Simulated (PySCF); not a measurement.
Job file and geometry (Å, from GFN2-xTB) of an NMR shielding run on SMILES OB(O)[SiH]1CC1, C2H7BO2Si, GIAO PBE0/pcSseg-1 NMR shielding, non-relativistic, gas phase (PySCF 2.14.0, density-fitted response routines); density fitting, a coarse starting grid and PySCF grid level 2 are the driver's defaults:

```
$ OMP_NUM_THREADS=1 python probes_run.py task.json out

{"job": {"kind": "nmr", "xc": "PBE0", "basis": "pcSseg-1"}, "charge": 0, "multiplicity": 1}
O      1.585069     1.514939     0.157494
B      1.562669     0.201899    -0.166590
O      2.677732    -0.498245    -0.493358
Si    -0.113156    -0.770977    -0.177861
C     -1.787919     0.056820    -0.530021
C     -1.586766    -0.305565     0.929222
H      2.428763     1.972541     0.155882
H      3.519379    -0.035147    -0.493845
H     -0.170843    -2.196121    -0.524645
H     -1.830533     1.112763    -0.754798
H     -2.555670    -0.494818    -1.050583
H     -1.503032     0.523995     1.616471
H     -2.230080    -1.081597     1.314904
```

Question: Write the output of this run.

Answer: 
```
coarse grid: 11400 points
cycle   1  E = -544.6201227948  dE =  7.972e-01  |g| = 8.950e-01  |ddm| = 3.231e+00
cycle   2  E = -544.4816921581  dE =  1.384e-01  |g| = 1.232e+00  |ddm| = 1.493e+00
cycle   3  E = -544.7732506915  dE = -2.916e-01  |g| = 7.598e-02  |ddm| = 9.309e-01
cycle   4  E = -544.7744624009  dE = -1.212e-03  |g| = 3.568e-02  |ddm| = 1.257e-01
cycle   5  E = -544.7747655461  dE = -3.031e-04  |g| = 1.328e-02  |ddm| = 4.850e-02
cycle   6  E = -544.7748024787  dE = -3.693e-05  |g| = 2.570e-03  |ddm| = 1.097e-02
cycle   7  E = -544.7748039597  dE = -1.481e-06  |g| = 6.293e-04  |ddm| = 2.839e-03
final grid: 105576 points
cycle   8  E = -544.8275165624  dE = -3.326e-05  |g| = 7.776e-03  |ddm| = 1.990e-02
cycle   9  E = -544.8275030452  dE =  1.352e-05  |g| = 1.100e-02  |ddm| = 1.286e-02
cycle  10  E = -544.8275294740  dE = -2.643e-05  |g| = 8.340e-04  |ddm| = 8.880e-03
cycle  11  E = -544.8275296664  dE = -1.924e-07  |g| = 2.893e-04  |ddm| = 1.364e-03
cycle  12  E = -544.8275296828  dE = -1.641e-08  |g| = 9.754e-05  |ddm| = 2.472e-04
cycle  13  E = -544.8275296845  dE = -1.696e-09  |g| = 2.118e-05  |ddm| = 8.828e-05
cycle  14  E = -544.8275296845  dE = -7.913e-11  |g| = 8.875e-06  |ddm| = 2.280e-05
converged SCF energy = -544.8275296845

GIAO shielding tensors (ppm)
atom      isotropic    diamagn.    paramagn.     s11        s22        s33       span
  0 O      199.219     388.398    -189.179    100.969    241.976    254.712    153.743
  1 B       68.670     199.907    -131.237     43.500     67.288     95.224     51.724
  2 O      187.285     384.899    -197.615     77.198    235.031    249.625    172.426
  3 Si     535.661     882.493    -346.831    401.291    421.465    784.229    382.938
  4 C      188.879     254.601     -65.722    168.677    184.971    212.989     44.312
  5 C      188.859     254.599     -65.740    168.661    184.963    212.953     44.291
  6 H       27.955      30.773      -2.818     22.426     22.907     38.531     16.105
  7 H       27.576      29.751      -2.175     21.961     22.911     37.857     15.895
  8 H       29.883      29.359       0.523     23.131     27.180     39.337     16.205
  9 H       31.101      31.867      -0.765     26.074     26.879     40.351     14.276
 10 H       31.231      30.527       0.704     25.632     26.419     41.641     16.009
 11 H       31.102      31.870      -0.768     26.074     26.880     40.350     14.276
 12 H       31.226      30.528       0.699     25.628     26.418     41.634     16.006
```

Size and cost of the density-fitted run: 144 basis functions, 13 s wall time on 1 thread of an Arm Neoverse V2, shared host; peak memory 0.69 GiB.
